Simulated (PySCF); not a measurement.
Computed data sheet: [Ga(OMe)H3]-, `[H][Ga-]([H])([H])[O]C`

Species: [Ga(OMe)H3]-, CH6GaO (charge -1).
Bonds: Ga1–O2, O2–C3. Hydrogens: H7, H8, H9 on Ga1; H4, H5, H6 on C3.

**PBE0-D3(BJ)/def2-SVP geometry optimisation, gas phase (PySCF)**

```yaml
Rotational_constants_A_B_C: 28.432, 3.814, 3.613 GHz
```

B3LYP/pcSseg-1 (pcSseg-2 on Ga) ground state and GIAO shieldings, non-relativistic (PySCF):

```yaml
HOMO_energy: -1.50 eV
LUMO_energy: 4.98 eV
HOMO–LUMO_gap: 6.48 eV
13C_chemical_shifts_computed_TMS_as_zero_by_class: 60.1 (C3) ppm
1H_chemical_shifts_computed_TMS_as_zero_by_class: 4.02 (H7/H8/H9), 3.67 (H4/H5/H6) ppm
Isotropic_shieldings_of_nuclei_other_than_C_and_H_by_class: 338 (O2), 1520 (Ga1) ppm
```

PBE/pcJ-1 Ga:pcSseg-1 indirect spin-spin coupling, non-relativistic, gas phase (PySCF):

```yaml
Largest_of_the_computed_one-bond_spin–spin_couplings_means_over_like_bonds: 13C–1H +121.1 (C3–H4 and 2 like it), 17O–13C +30.6 (O2–C3) Hz
```

Monoisotopic mass of the ion (most abundant isotopes, electron mass counted): 102.9680 u.

The rotational constants make it an asymmetric top with κ = (2B − A − C)/(A − C) = -0.98, nearer the prolate limit (−1). With B = h/(8π²I), that is 505.379 GHz u Å² over I, the principal moments of inertia are 17.8, 132.5 and 139.9 u Å² (most abundant isotopes); the inertial defect Ic − Ia − Ib is -10.4 u Å² (zero for a rigid planar frame, negative otherwise).

 The geometry's basis has no diffuse functions, a weakness for an anion. The calculation is non-relativistic and has no spin–orbit coupling, an omission that weighs most on gallium. Atoms bound to Ga lack the heavy atom's spin–orbit term in their shielding, so their NMR values are less reliable. No diffuse functions stand in pcJ-1 (pcSseg-1 on Ga) and pcSseg-1 (pcSseg-2 on Ga), which bears on an anion's orbital energies.

For the spin–spin coupling job (PBE/pcJ-1 (pcSseg-1 on Ga)), on one thread, Arm Neoverse N1, on a shared host, this took 25 s wall.
